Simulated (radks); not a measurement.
All-electron atom: Rb4+ in [Ar] 3d10 4s2 4p3. Calculated with a radial shooting solver on a logarithmic mesh with Libxc functionals: Dirac Kohn-Sham, PBE, spin-unpolarised, spherical densities, finite nucleus; open shells fill j = l - 1/2 first; Fermi nuclear charge, rms radius 4.2036 fm.

Unscreened Slater integrals over Kohn-Sham orbitals (cm^-1). Large and small components are both included.

| integral | value |
|---|---|
| F0(4p3/2,4p3/2) | 129380 |
| F2(4p3/2,4p3/2) | 68856 |
| F0(4p3/2,4p1/2) | 130410 |
| G2(4p3/2,4p1/2) | 69318 |
| F0(4p3/2,4s1/2) | 136370 |
| G1(4p3/2,4s1/2) | 92410 |
| F0(4p3/2,3d5/2) | 166620 |
| F2(4p3/2,3d5/2) | 38130 |
| G1(4p3/2,3d5/2) | 12801 |
| G3(4p3/2,3d5/2) | 12100 |
| F0(4p1/2,4p1/2) | 131470 |
| F0(4p1/2,4s1/2) | 137630 |
| G1(4p1/2,4s1/2) | 93945 |
| F0(4p1/2,3d5/2) | 169030 |
| G3(4p1/2,3d5/2) | 12531 |
| F0(4s1/2,4s1/2) | 144910 |
| F0(4s1/2,3d5/2) | 183610 |
| G2(4s1/2,3d5/2) | 16204 |
| F0(3d5/2,3d5/2) | 382940 |
| F2(3d5/2,3d5/2) | 185340 |
| F4(3d5/2,3d5/2) | 117030 |
